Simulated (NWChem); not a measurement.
C3H3N2, doublet; SMILES [c]1ccn[nH]1

Computed with NWChem. Pople sets run with spherical d functions. Spin-unrestricted. In the optimisation the excess spin sits in a' (Cs, its own frame). Structure relaxed at the PBE-D3(BJ)/def2-SVP, spin-unrestricted level. No stability test was run on the SCF state. Total energies compare along this basis series because the functional is fixed.

```
level                 basis functions  energy (Ha)  highest occupied level (eV)  lowest empty minus highest occupied level, either spin (eV)  dipole (D)  relative time
--------------------  ---------------  -----------  ---------------------------  -----------------------------------------------------------  ----------  -------------
CAM-B3LYP/STO-3G                   28    -222.4938                        -6.25                                                         7.11        1.63              1
CAM-B3LYP/3-21G                    51    -224.1218                        -8.23                                                         6.41        1.40              3
CAM-B3LYP/6-31G*                   76    -225.3789                        -8.17                                                         6.38        1.39             10
CAM-B3LYP/6-31+G*                  96    -225.3919                        -8.55                                                         6.12        1.43             20
CAM-B3LYP/6-311G**                108    -225.4441                        -8.42                                                         6.26        1.34             30
CAM-B3LYP/6-311++G**              131    -225.4495                        -8.60                                                         6.13        1.42             60
```

The last column is a rough cost ratio, cheapest run = 1.
